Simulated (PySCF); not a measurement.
## Basis set benchmark on one molecule

Molecule: 4-Methylpyridine, C$_{6}$H$_{7}$N.

Bonds (- single, = double, # triple, : aromatic): C1-C2 1.499 Å, C2:C3 1.398 Å, C3:C4 1.394 Å, C4:N5 1.330 Å, N5:C6 1.330 Å, C6:C7 1.394 Å, C7:C2 1.398 Å. C1 carries H8, H9, H10; C3 carries H11; C4 carries H12; C6 carries H13; C7 carries H14.

Geometry PBE0-D3(BJ)/def2-SVP throughout; GIAO in PySCF 2.14, gas phase, one conformer, non-relativistic; equivalent atoms averaged; functional PBE0.

Reference values (estimated from measurements, as parent shift plus tabulated substituent increments; solution, not stated per compound (mostly CDCl3 or CCl4); Pretsch, Buehlmann, Badertscher, Structure Determination of Organic Compounds, 4th ed. (2009)): δ(C4/C6) = 150.3 ppm, δ(C3/C7) = 124.4 ppm, δ(C2) = 146.5 ppm, δ(H12/H13) = 8.46 ppm, δ(H11/H14) = 7.12 ppm. Computed shifts are taken against TMS, calculated as an isolated molecule at each level.

How do the basis sets STO-3G, pcSseg-0, 6-31G, 6-31G*, cc-pVDZ, def2-SVP, pcSseg-1, aug-cc-pVDZ, 6-311+G(2d,p), def2-TZVP, cc-pVTZ, IGLO-III perform against the reference? Times are CPU seconds on shared hosts with different chips, so compare them loosely.

Answers


```csv
basis set,functions,C4/C6,C3/C7,C2,H12/H13,H11/H14,mean abs. error C,mean abs. error H,core-s
STO-3G,42,121.1,108.7,118.1,8.66,6.98,24.4,0.17,2.9
pcSseg-0,77,163.0,134.9,151.4,8.99,7.03,9.4,0.31,6.4
6-31G,77,144.9,121.7,139.9,8.88,7.24,4.9,0.27,5.7
6-31G*,112,143.5,118.9,138.7,8.56,6.90,6.7,0.16,9.1
cc-pVDZ,133,148.7,124.4,145.5,8.56,6.91,0.9,0.15,11
def2-SVP,133,147.6,122.7,143.4,8.38,6.86,2.5,0.17,10
pcSseg-1,154,155.8,129.1,151.1,8.65,7.03,4.9,0.14,15
aug-cc-pVDZ,224,149.4,122.8,146.0,8.83,7.29,1.0,0.27,26
"6-311+G(2d,p)",231,154.1,127.3,150.6,8.77,7.21,3.6,0.20,24
def2-TZVP,259,155.5,128.7,152.8,8.75,7.19,5.3,0.18,31
cc-pVTZ,308,154.5,128.0,151.2,8.70,7.18,4.2,0.15,41
IGLO-III,315,159.3,132.0,156.0,8.76,7.20,8.7,0.19,42
```

For 13C the closest is cc-pVDZ (0.9 ppm, with aug-cc-pVDZ practically level) and the furthest STO-3G (24.4 ppm).

For 1H the closest is pcSseg-1 (0.14 ppm, with cc-pVTZ, cc-pVDZ, 6-31G*, STO-3G practically level) and the furthest pcSseg-0 (0.31 ppm). Where a smaller basis beats a larger one, errors probably cancel. One molecule is a small sample, and vibrational and solvent effects are absent from the calculation.

A small basis that lands close on one nucleus may do so by chance; judge by the trend and by all nuclei.
